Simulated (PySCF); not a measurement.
Isomers C₅H₁₂OSi₂:

A. `CCCO[SiH2]C#C[SiH3]`
B. SMILES CC(C)O[SiH2]C#C[SiH3]
C. SMILES C=C[Si]1(O[SiH3])CCC1
D. SMILES C#C[SiH2]O[SiH2]C(C)C

Spectrum 1. ¹³C{¹H} NMR (computed): δ 143.1 (CH), 142.7 (CH2), 19.5 (CH2), 14.7 (CH2).

Spectrum 2. ¹³C{¹H} NMR (computed): δ 103.7 (CH), 89.2 (C), 17.1 (CH3), 14.9 (CH).

Spectrum 3. ¹³C{¹H} NMR (computed): δ 122.1 (C), 111.7 (C), 70.0 (CH), 26.4 (CH3).

Spectrum 4. ¹³C{¹H} NMR (computed): δ 119.9 (C), 112.3 (C), 69.1 (CH2), 28.5 (CH2), 10.8 (CH3).

[PySCF 2.14.0 with density-fitted response routines: geometry from PBE0-D3(BJ)/def2-SVP; PBE0/pcSseg-1 with gauge-including orbitals; single conformer; no solvent; non-relativistic; fast rotation and ring inversion assumed for equivalent nuclei]

Shifts are taken against calculated references (same method and geometry level): ¹³C vs TMS. Shifts are as computed. Against solution values, carbons near 30 ppm lie about +2 ppm off and those near 130 ppm about +5 ppm. Of 1309 compounds with measured shifts, 239 miss one by over three times the rms of a fit or turn the order of signals round; such compounds aren't used in these exercises.

Q: Which spectrum belongs to which compound?

A: 1–C, 2–D, 3–B, 4–A.

- Spectrum 1 (C): 4 ¹³C signals; δC 143.1 is an alkene CH; δC 142.7 is a terminal =CH2 carbon.
- Spectrum 2 (D): 4 ¹³C signals; δC 103.7 is a terminal alkyne carbon; δC 89.2 is an alkyne carbon.
- Spectrum 3 (B): 4 ¹³C signals; δC 70.0 is an sp3 CH bonded to O; δC 26.4 is a methyl carbon.
- Spectrum 4 (A): 5 ¹³C signals; δC 69.1 is an sp3 CH2 bonded to O; δC 28.5 is an sp3 CH2.
